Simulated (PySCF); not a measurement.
(Z)-1-bromobut-1-en-3-yne (C₄H₃Br), SMILES C#C/C=C\Br.

The structure is a stationary point at B3LYP-D3(BJ)/def2-SVP.

Method: r2SCAN/def2-TZVP run with PySCF.

The molecule is in vacuum.

Task: Estimate the frontier levels, gap, dipole moment and polarisability. (The exact figures need the calculation; the answer reports its results.)

Result: 
| Property | Value |
|---|---|
| highest occupied level | -6.21 eV |
| lowest empty level | -2.12 eV |
| orbital gap | 4.09 eV |
| dipole moment | 1.12 D |
| quadrupole, principal values (traceless, Buckingham form, about the centre of nuclear charge) | -7.33, -1.18, 8.51 D·Å |
| mean static polarisability | 68.1 bohr³ (10.09 Å³) |
| polarisability, principal values | 39.4, 66.9, 97.9 bohr³ |
